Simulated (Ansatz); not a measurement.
Gas-phase electronic energies from Ansatz, PBE0-D4/def2-TZVP geometries. CCSD(T)/CBS adds triple-zeta CCSD(T) − MP2 to the extrapolated MP2 energy (def2 sets, frozen cores). This one scheme is used for every species. DFT in def2-TZVPP. B3LYP here is the variant with VWN-RPA as its local correlation; programs differ in this. HSE06 is defined as in plane-wave codes. For Ge outer-core shells are correlated without core-valence functions, which leaves a few kJ/mol of doubt a bond. Scalar relativity is left out up to krypton. Each species was taken in one conformer, which may not be the lowest.

Consider the cleavage of the Ge–Si bond: `C[SiH](F)[GeH3]` + `[CH3][AlH][SH]` → `[CH3][AlH][S][GeH3]` + `C[SiH2]F`.

`C[SiH](F)[GeH3]`:

Cartesian coordinates in Å:
```
C -0.132 -1.461 0.953
Si -0.821 0.103 0.224
F -2.048 -0.274 -0.747
Ge 0.798 1.297 -1.053
H 0.677 -1.223 1.650
H -0.905 -2.004 1.503
H 0.268 -2.118 0.178
H -1.374 0.975 1.296
H 1.968 1.718 -0.144
H 1.368 0.420 -2.181
H 0.200 2.567 -1.679
```

`[CH3][AlH][SH]`:

Cartesian coordinates in Å:
```
C -1.117 -0.564 0.552
Al 0.642 0.067 0.018
S 0.781 1.411 -1.704
H -1.168 -1.656 0.506
H -1.915 -0.163 -0.078
H -1.333 -0.284 1.588
H 1.993 -0.327 0.746
H 2.118 1.517 -1.627
```

`[CH3][AlH][S][GeH3]`:

Cartesian coordinates in Å:
```
C 1.645 -0.330 0.370
Al 0.233 -1.633 0.047
S -1.808 -1.003 -0.407
Ge -1.596 1.210 -0.356
H 2.597 -0.819 0.592
H 1.796 0.319 -0.498
H 1.400 0.324 1.213
H 0.442 -3.202 0.086
H -0.578 1.679 -1.408
H -2.984 1.778 -0.678
H -1.146 1.677 1.038
```

`C[SiH2]F`:

Cartesian coordinates in Å:
```
C 0.724 0.019 0.666
Si -0.660 0.011 -0.566
F -0.324 -1.032 -1.737
H 1.666 0.313 0.197
H 0.508 0.731 1.469
H 0.857 -0.968 1.115
H -1.939 -0.418 0.054
H -0.833 1.343 -1.199
```

| level | ΔE (kJ/mol) | difference from CCSD(T)/CBS |
| --- | --- | --- |
| BLYP-D4 | -33.8 | 6.6 |
| B97M-V | -38.5 | 1.9 |
| B3LYP-D4 | -37.3 | 3.1 |
| r2SCANh-D4 | -37.1 | 3.3 |
| BHLYP-D4 | -44.4 | -4.0 |
| ωB97M-V | -39.8 | 0.6 |
| r2SCAN | -35.4 | 5.0 |
| B3LYP | -33.3 | 7.1 |
| r2SCANh | -36.5 | 3.9 |
| HSE06 | -32.4 | 8.0 |
| CCSD/def2-SVP | -42.2 | -1.8 |
| HF/def2-TZVPP | -50.9 | -10.5 |
| MP2/def2-TZVPP | -49.1 | -8.7 |
| CCSD/def2-TZVPP | -40.6 | -0.2 |
| MP2/def2-QZVPP | -48.7 | -8.3 |
| CCSD/CBS(def2) | -39.9 | 0.5 |
| CCSD(T)/CBS | -40.4 | 0 |

Largest T1 diagnostic among the species: 0.012.

The D4 term adds −4.0 kJ/mol with B3LYP and −2.1 kJ/mol with PBE0; it sums over pairs of atoms, weighted by their polarisabilities, and B3LYP, whose exchange is more repulsive, gets the larger term. From BLYP to BHLYP (50 % exact exchange), in def2-TZVPP and without D4, ΔE moves by −11.8 kJ/mol. Leaving LDA and LC-ωPBE aside and taking each functional with its dispersion term where it has one, the values, not all of them listed here, spread over 15.3 kJ/mol, from BHLYP-D4 to PBE-D4.
